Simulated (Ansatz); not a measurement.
A ladder of methods for C3H9Sb (trimethylantimony)

The species is C3H9Sb (13 atoms), meant as a singlet with charge 0. As SMILES, `C[Sb](C)C`. The shape was relaxed beforehand at PBE0/def2-SVP.

```jsonl
{"atom": "C", "x (Å)": "-0.6318", "y (Å)": "1.6249", "z (Å)": "-0.6007"}
{"atom": "Sb", "x (Å)": "0.6579", "y (Å)": "-0.0790", "z (Å)": "-0.9949"}
{"atom": "C", "x (Å)": "1.5587", "y (Å)": "-0.0751", "z (Å)": "0.9826"}
{"atom": "C", "x (Å)": "-0.8526", "y (Å)": "-1.5587", "z (Å)": "-0.4942"}
{"atom": "H", "x (Å)": "-0.0317", "y (Å)": "2.5464", "z (Å)": "-0.5771"}
{"atom": "H", "x (Å)": "-1.1458", "y (Å)": "1.5009", "z (Å)": "0.3638"}
{"atom": "H", "x (Å)": "-1.3796", "y (Å)": "1.7169", "z (Å)": "-1.4021"}
{"atom": "H", "x (Å)": "0.7816", "y (Å)": "0.0036", "z (Å)": "1.7571"}
{"atom": "H", "x (Å)": "2.1284", "y (Å)": "-1.0041", "z (Å)": "1.1322"}
{"atom": "H", "x (Å)": "2.2499", "y (Å)": "0.7757", "z (Å)": "1.0733"}
{"atom": "H", "x (Å)": "-0.3852", "y (Å)": "-2.5506", "z (Å)": "-0.4068"}
{"atom": "H", "x (Å)": "-1.6098", "y (Å)": "-1.5996", "z (Å)": "-1.2910"}
{"atom": "H", "x (Å)": "-1.3400", "y (Å)": "-1.3013", "z (Å)": "0.4577"}
```

Quantity: the dissociation energy of the H12–C4 bond into doublet H and doublet C3H8Sb (shapes relaxed at PBE0/def2-SVP, no zero-point term), in eV. The values are calculated.

| level | kind | program | value (eV) | CPU time (all runs) |
| --- | --- | --- | --- | --- |
| HF/def2-SVP (core potential) | Hartree–Fock | Ansatz | 3.60 | 2.4 s |
| SVWN5/def2-SVP (core potential) | LDA | Ansatz | 5.11 | 1.9 s |
| PBE/def2-SVP (core potential) | GGA | Ansatz | 4.58 | 3.8 s |
| r2SCAN/def2-SVP (core potential) | meta-GGA | Ansatz | 4.52 | 6.6 s |
| B3LYP/def2-SVP (core potential) | global hybrid | Ansatz | 4.63 | 5 s |
| PBE0-D4/def2-SVP (core potential) | global hybrid | Ansatz | 4.60 | 4.6 s |
| wB97M-V/def2-SVP (core potential) | range-separated hybrid | Ansatz | 4.79 | 16 s |
| MP2/def2-SVP (core potential) | perturbation theory | Ansatz | 4.59 | 3.2 s |

Spin-orbit coupling, which can split open shells on such heavy atoms by tenths of an eV, is left out. The values span 3.60 to 5.11 eV. Hartree–Fock misses the correlation of the electron pair that is broken and comes out low. Measured bond enthalpies also hold zero-point and thermal terms, a few tenths of an eV less. In the correlated wave-function rows the outer d shell of Sb is correlated, in sets not made for it. CPU times are rough (shared hosts, several kinds of processor): they show what a rung costs within a factor of a few.
